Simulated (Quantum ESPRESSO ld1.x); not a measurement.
Input file for ld1.x (Quantum ESPRESSO 7.5):

```
 &input
    atom='La',
    iswitch=1,
    rel=1,
    lsd=1,
    dft='SLA-VWN',
    config='[Kr] 4d10 5s2 5p5 5d1 6p1',
    verbosity='high',
    prefix='ld1',
    max_out_wfc=37,
    file_charge='ld1.rho',
 /
```

Command: `OMP_NUM_THREADS=1 ld1.x < ld1.in > ld1.out`

Standard output:

```
     Program LD1 v.7.5 starts

     --------------------------- All-electron run ----------------------------

     scalar relativistic calculation

     atomic number is 57.00
     dft =SLA-VWN   lsd =1 sic =0 latt =0  beta=0.20 tr2=1.0E-14
     Exchange-correlation= SLA-VWN
                           (   1   2   0   0   0   0   0)
     mesh =2083 r(mesh) = 100.78089 a.u. xmin = -8.00 dx = 0.00800
     1 Ry =  13.60569312 eV, c = 137.03599908

     n l     nl                  e(Ry)          e(Ha)          e(eV)
     1 0     1S 1( 1.00)   -2846.735839812   -1423.367919906 -38731.8142387
     2 0     2S 1( 1.00)    -454.451223571    -227.225611786  -6183.1238873
     2 1     2P 1( 3.00)    -407.661520713    -203.830760357  -5546.5175489
     3 0     3S 1( 1.00)     -98.286479487     -49.143239743  -1337.2556780
     3 1     3P 1( 3.00)     -83.343849943     -41.671924971  -1133.9508460
     4 0     4S 1( 1.00)     -20.948790441     -10.474395221   -285.0228140
     4 1     4P 1( 3.00)     -16.083460283      -8.041730142   -218.8266250
     3 2     3D 1( 5.00)     -61.816982212     -30.908491106   -841.0628898
     4 2     4D 1( 5.00)      -9.041272453      -4.520636227   -123.0127784
     5 0     5S 1( 1.00)      -4.225325088      -2.112662544    -57.4884765
     5 1     5P 1( 3.00)      -2.967691986      -1.483845993    -40.3775064
     5 2     5D 1( 1.00)      -1.389254947      -0.694627473    -18.9017765
     6 1     6P 1( 1.00)      -0.906525702      -0.453262851    -12.3339105
     1 0     1S 2( 1.00)   -2846.729824236   -1423.364912118 -38731.7323926
     2 0     2S 2( 1.00)    -454.444672834    -227.222336417  -6183.0347600
     2 1     2P 2( 3.00)    -407.654083838    -203.827041919  -5546.4163650
     3 0     3S 2( 1.00)     -98.279172771     -49.139586385  -1337.1562651
     3 1     3P 2( 3.00)     -83.335953878     -41.667976939  -1133.8434146
     4 0     4S 2( 1.00)     -20.932914334     -10.466457167   -284.8068086
     4 1     4P 2( 3.00)     -16.066709194      -8.033354597   -218.5987148
     3 2     3D 2( 5.00)     -61.808783720     -30.904391860   -840.9513436
     4 2     4D 2( 5.00)      -9.020187540      -4.510093770   -122.7259036
     5 0     5S 2( 1.00)      -4.136607591      -2.068303795    -56.2814134
     5 1     5P 2( 2.00)      -2.870763002      -1.435381501    -39.0587204
     5 2     5D 2( 0.00)      -1.287566125      -0.643783062    -17.5182296
     6 1     6P 2( 0.00)      -0.830375340      -0.415187670    -11.2978321

     final scf error:  4.8E-15 reached in  29 iterations

     Etot =  -16970.645026 Ry,   -8485.322513 Ha, -230897.388326 eV
     Total magnetization:    3.00 Bohr mag.

     Ekin =   17947.453485 Ry,    8973.726742 Ha,  244187.544455 eV
     Encl =  -41007.706767 Ry,  -20503.853383 Ha, -557938.273943 eV
     Eh   =    6481.751902 Ry,    3240.875951 Ha,   88188.727275 eV
     Exc  =    -392.143646 Ry,    -196.071823 Ha,   -5335.386113 eV

     normalization and overlap integrals

     s(1S/1S) =  1.000000  <r> =   0.0251  <r2> =    0.0009  r(max) =   0.0161
     s(1S/2S) = -0.017648
     s(1S/3S) = -0.007533
     s(1S/4S) = -0.003576
     s(1S/5S) = -0.001535
     s(2S/2S) =  1.000000  <r> =   0.1075  <r2> =    0.0136  r(max) =   0.0912
     s(2S/3S) = -0.004677
     s(2S/4S) = -0.002130
     s(2S/5S) = -0.000907
     s(2P/2P) =  1.000000  <r> =   0.0943  <r2> =    0.0108  r(max) =   0.0729
     s(2P/3P) = -0.003801
     s(2P/4P) = -0.001637
     s(2P/5P) = -0.000643
     s(2P/6P) = -0.000271
     s(3S/3S) =  1.000000  <r> =   0.2856  <r2> =    0.0932  r(max) =   0.2600
     s(3S/4S) = -0.001466
     s(3S/5S) = -0.000606
     s(3P/3P) =  1.000000  <r> =   0.2835  <r2> =    0.0931  r(max) =   0.2559
     s(3P/4P) = -0.001253
     s(3P/5P) = -0.000479
     s(3P/6P) = -0.000201
     s(4S/4S) =  1.000000  <r> =   0.6544  <r2> =    0.4832  r(max) =   0.6071
     s(4S/5S) = -0.000402
     s(4P/4P) =  1.000000  <r> =   0.6933  <r2> =    0.5466  r(max) =   0.6370
     s(4P/5P) = -0.000319
     s(4P/6P) = -0.000132
     s(3D/3D) =  1.000000  <r> =   0.2601  <r2> =    0.0798  r(max) =   0.2095
     s(3D/4D) = -0.000889
     s(3D/5D) = -0.000267
     s(4D/4D) =  1.000000  <r> =   0.7675  <r2> =    0.6831  r(max) =   0.6736
     s(4D/5D) = -0.000187
     s(5S/5S) =  1.000000  <r> =   1.5318  <r2> =    2.6294  r(max) =   1.3951
     s(5P/5P) =  1.000000  <r> =   1.7481  <r2> =    3.4434  r(max) =   1.5604
     s(5P/6P) = -0.000069
     s(5D/5D) =  1.000000  <r> =   2.4177  <r2> =    6.6942  r(max) =   2.0482
     s(6P/6P) =  1.000000  <r> =   4.1595  <r2> =   19.2475  r(max) =   3.8534
     s(1S/1S) =  1.000000  <r> =   0.0251  <r2> =    0.0009  r(max) =   0.0161
     s(1S/2S) = -0.017648
     s(1S/3S) = -0.007533
     s(1S/4S) = -0.003576
     s(1S/5S) = -0.001544
     s(2S/2S) =  1.000000  <r> =   0.1075  <r2> =    0.0136  r(max) =   0.0912
     s(2S/3S) = -0.004677
     s(2S/4S) = -0.002130
     s(2S/5S) = -0.000912
     s(2P/2P) =  1.000000  <r> =   0.0943  <r2> =    0.0108  r(max) =   0.0729
     s(2P/3P) = -0.003801
     s(2P/4P) = -0.001637
     s(2P/5P) = -0.000647
     s(2P/6P) = -0.000261
     s(3S/3S) =  1.000000  <r> =   0.2856  <r2> =    0.0932  r(max) =   0.2600
     s(3S/4S) = -0.001466
     s(3S/5S) = -0.000609
     s(3P/3P) =  1.000000  <r> =   0.2835  <r2> =    0.0931  r(max) =   0.2559
     s(3P/4P) = -0.001254
     s(3P/5P) = -0.000481
     s(3P/6P) = -0.000193
     s(4S/4S) =  1.000000  <r> =   0.6543  <r2> =    0.4831  r(max) =   0.6071
     s(4S/5S) = -0.000404
     s(4P/4P) =  1.000000  <r> =   0.6931  <r2> =    0.5461  r(max) =   0.6370
     s(4P/5P) = -0.000321
     s(4P/6P) = -0.000127
     s(3D/3D) =  1.000000  <r> =   0.2601  <r2> =    0.0798  r(max) =   0.2095
     s(3D/4D) = -0.000890
     s(3D/5D) = -0.000267
     s(4D/4D) =  1.000000  <r> =   0.7663  <r2> =    0.6808  r(max) =   0.6736
     s(4D/5D) = -0.000187
     s(5S/5S) =  1.000000  <r> =   1.5268  <r2> =    2.6134  r(max) =   1.3951
     s(5P/5P) =  1.000000  <r> =   1.7434  <r2> =    3.4267  r(max) =   1.5604
     s(5P/6P) = -0.000067
     s(5D/5D) =  1.000000  <r> =   2.4273  <r2> =    6.7654  r(max) =   2.0482
     s(6P/6P) =  1.000000  <r> =   4.2840  <r2> =   20.4563  r(max) =   3.9470

     ------------------------ End of All-electron run ------------------------
```

Run on one thread of a shared host, so times are rough (Intel(R) Xeon(R) Processor @ 2.60GHz): 0.73 s of CPU time, 2.7 s wall, 29 iterations on 2083 mesh points.
